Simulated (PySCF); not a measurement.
Does the structure fit the spectrum?

A compound C₆H₉N₃ gives the data below (simulated from a calculation) and was assigned the structure `CCc1ncc(C)nn1`.

13C{1H} NMR (computed): δ 175.9 (C), 162.0 (CH), 152.8 (CH), 37.8 (CH), 26.1 (CH3, 2C).

1H NMR (300 MHz, computed): δ 9.98 (s, 1H), 8.52 (s, 1H), 2.86 (sept, 1H), 1.60 (d, 6H).

PySCF 2.14.0 with density-fitted response routines calculation with PBE0/pcSseg-1 with gauge-including orbitals and geometry from GFN2-xTB; non-relativistic, fast rotation and ring inversion assumed for equivalent nuclei, in vacuum, a single conformation.

Chemical shifts δ = σref − σ; 1H and 13C vs TMS, all at this level.

Q: Compare with the shifts computed for the proposed structure, pairing carbons in order of shift.

A: Atoms are numbered as in `[CH3:1][CH2:2][c:3]1[n:4][cH:5][c:6]([CH3:7])[n:8][n:9]1`. Each H is labelled by its parent atom.

| atom | computed for proposal | given list | difference |
| --- | --- | --- | --- |
| C3 | 176.0 | 175.9 | +0.1 |
| C6 | 161.4 | 162.0 | -0.6 |
| C5 | 153.9 | 152.8 | +1.1 |
| C2 | 36.5 | 37.8 | -1.3 |
| C7 | 22.0 | 26.1 | -4.1 |
| C1 | 18.7 | 26.1 | -7.4 |

The rms difference is 3.5 ppm and the largest -7.4 ppm at C1 (methyl carbon). The proposal also would give 6 carbon signals, not 5. The carbon types in order of shift don't match either: C, C, CH, CH2, CH3, CH3 for the proposal against C, CH, CH, CH, CH3, CH3 in the data. The proposal doesn't fit.

Q: Which isomer fits?

A: `CC(C)c1cncnn1`.

- Carbon types of the structure: 1 × C, 3 × CH, 2 × CH3, which accounts for all hydrogens.
- δC 162.0: aromatic CH between two ring heteroatoms.
- δC 152.8: aromatic CH next to a ring nitrogen; the adjacent pyridine-type nitrogen withdraws density from it.
- δH 9.98: hydrogen on an aromatic CH between two ring heteroatoms; aromatic region.
- δH 8.52: hydrogen on an aromatic CH next to a ring nitrogen; ring current plus the neighbouring ring nitrogen.

Other isomers checked: CCc1cnnc(C)n1 (rms 4.4 ppm).

The data come from this structure; uniqueness wasn't tested.

Shifts are as computed. Against solution values, carbons near 30 ppm lie about +3 ppm off and those near 130 ppm about +5 ppm. Of 1211 compounds with measured shifts, 218 miss one by over three times the rms of a fit or turn the order of signals round; such compounds aren't used in these exercises. No couplings were computed; multiplicities are counted from neighbouring protons, with m where these are inequivalent, close in shift, in a saturated or five-membered ring or joined by F or P, and br s for small geminal =CH2 splittings.
